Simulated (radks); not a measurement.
Results of a calculation; reference values are marked as such.
Task: The erbium ion Er43+, 25 electrons, occupied as [Ar] 3d7. Level of theory: Dirac Kohn-Sham, BLYP, spin-unpolarised, spherical densities, point nucleus; open shells fill j = l - 1/2 first (a radial shooting solver on a logarithmic mesh with Libxc functionals). Some entries of the table are withheld. Estimate them.

| orbital | occ. | eigenvalue (hartree) | r(max) (bohr) |
|---|---|---|---|
| 1s1/2 | 2 | -2190.189 | 0.01285 |
| 2s1/2 | 2 | -435.5724 | (1) |
| 2p1/2 | 2 | -419.2991 | 0.05500 |
| 2p3/2 | 4 | -385.3218 | 0.06119 |
| 3s1/2 | 2 | -153.9428 | 0.2031 |
| 3p1/2 | 2 | (2) | (3) |
| 3p3/2 | 4 | (4) | (5) |
| 3d3/2 | 4 | -128.3965 | 0.1581 |
| 3d5/2 | 3 | -126.6300 | 0.1615 |
| 4s1/2 | 0 | -77.20922 | 0.4241 |
| 4p1/2 | 0 | -74.31635 | 0.4182 |
| 4p3/2 | 0 | -71.65182 | 0.4370 |

Result: 
(1) 2s1/2 r(max) (bohr): 0.07327
(2) 3p1/2 eigenvalue (hartree): -147.1508
(3) 3p1/2 r(max) (bohr): 0.1904
(4) 3p3/2 eigenvalue (hartree): -139.3549
(5) 3p3/2 r(max) (bohr): 0.2024
